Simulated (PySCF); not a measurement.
**SMILES O=c1c(O)c1C=S, C4H2O2S**

Geometry:
| atom | x (Å) | y (Å) | z (Å) |
| --- | --- | --- | --- |
| O1 | -2.279 | 0.489 | 1.065 |
| C2 | -1.273 | 0.234 | 0.467 |
| C3 | -0.578 | -0.175 | -0.735 |
| O4 | -0.467 | -0.546 | -1.983 |
| C5 | 0.158 | 0.100 | 0.375 |
| C6 | 1.468 | 0.178 | 0.967 |
| S7 | 2.846 | -0.165 | 0.181 |
| H8 | -1.346 | -0.599 | -2.382 |
| H9 | 1.479 | 0.493 | 2.021 |

Theory: TDDFT CAM-B3LYP/def2-TZVPD excited states, vertical, gas phase in PySCF 2.14.0. Geometry: PBE0-D3(BJ)/def2-SVP.

**Question.** Give the one- and two-photon strengths of the lowest singlets.

**Answer.** δ for parallel linear polarisation; σ at the peak of a Lorentzian of half width 0.1 eV, single beam; Ω is circular over linear.
| state | E (eV) | f | photon λ (nm) | δ (au) | σ (GM) | Ω | main |
| --- | --- | --- | --- | --- | --- | --- | --- |
| S1 | 1.88 | 0.000 | 1317 | 0.16 | 0.00 | 1.50 | HOMO→LUMO 0.91 |
| S2 | 3.41 | 0.001 | 727 | 11.5 | 0.05 | 1.49 | HOMO−1→LUMO 0.88 |
| S3 | 4.31 | 0.370 | 575 | 638 | 4.34 | 0.56 | HOMO−2→LUMO 0.97 |
| S4 | 5.67 | 0.001 | 438 | 10.5 | 0.12 | 0.26 | HOMO→LUMO+1 0.66, HOMO−1→LUMO+1 0.21 |
| S5 | 5.92 | 0.001 | 419 | 0.49 | 0.01 | 1.45 | HOMO−4→LUMO 0.86 |
| S6 | 6.16 | 0.001 | 403 | 1.1 | 0.01 | 1.43 | HOMO−1→LUMO+10 0.23, HOMO−1→LUMO+7 0.15 |

Among these, the strongest one-photon state is S3, the strongest two-photon state S3, with a dipole change of 3.3 D (relaxed, norm of the difference vector).
